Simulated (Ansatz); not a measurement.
CH4AlNS, 8 atoms. The species carries charge 0 and has multiplicity 1. The bonds changed during the relaxation, so this is another structure than the one it started from. All runs use 2 threads of an Arm Neoverse V1 on a shared host. Correlated methods freeze the cores.

Question: How many basis functions does each run have, and how long does it take in Ansatz? RKS B2PLYP (frozen core)/def2-TZVPP energy; RKS PBE0-D4/def2-QZVPP energy; RKS PBE0-D4/def2-SVP energy; RKS PBE-D4/def2-TZVPP energy and forces; RKS PBE0-D4/def2-TZVP frequencies; RHF-CCSD(T)/def2-SVP energy; RHF-CCSD(T)/def2-TZVPP energy; RKS ωB97M-V/def2-QZVPP energy; RKS SPW92 (LDA)/def2-TZVPP energy; RKS PBE0-D4/def2-TZVP relaxation (5 steps); direct RPA on PBE orbitals/def2-TZVPP energy; RHF-MP2/def2-QZVPP energy. (An estimate is asked.)

Answer: The calculation gave: Other jobs shared the machine, so times are rough.

```json
{"level": "RKS PBE0-D4/def2-SVP", "job": "energy", "functions": "84", "wall time": "1.4 s", "peak host memory (GiB)": "0.39"}
{"level": "RKS SPW92 (LDA)/def2-TZVPP", "job": "energy", "functions": "202", "wall time": "1.5 s", "peak host memory (GiB)": "0.22"}
{"level": "RHF-CCSD(T)/def2-SVP", "job": "energy", "functions": "84", "wall time": "2.4 s", "peak host memory (GiB)": "0.39"}
{"level": "RKS PBE-D4/def2-TZVPP", "job": "energy and forces", "functions": "202", "wall time": "3 s", "peak host memory (GiB)": "0.23"}
{"level": "direct RPA on PBE orbitals/def2-TZVPP", "job": "energy", "functions": "202", "wall time": "6 s", "peak host memory (GiB)": "0.4"}
{"level": "RKS B2PLYP (frozen core)/def2-TZVPP", "job": "energy", "functions": "202", "wall time": "6.5 s", "peak host memory (GiB)": "0.41"}
{"level": "RKS PBE0-D4/def2-QZVPP", "job": "energy", "functions": "374", "wall time": "9 s", "peak host memory (GiB)": "1.1"}
{"level": "RHF-MP2/def2-QZVPP", "job": "energy", "functions": "374", "wall time": "20 s", "peak host memory (GiB)": "1.6"}
{"level": "RKS PBE0-D4/def2-TZVP", "job": "relaxation (5 steps)", "functions": "160", "wall time": "22 s", "peak host memory (GiB)": "0.34"}
{"level": "RKS ωB97M-V/def2-QZVPP", "job": "energy", "functions": "374", "wall time": "24 s", "peak host memory (GiB)": "1.2"}
{"level": "RHF-CCSD(T)/def2-TZVPP", "job": "energy", "functions": "202", "wall time": "61 s", "peak host memory (GiB)": "2.4"}
{"level": "RKS PBE0-D4/def2-TZVP", "job": "frequencies", "functions": "160", "wall time": "120 s", "peak host memory (GiB)": "0.39"}
```
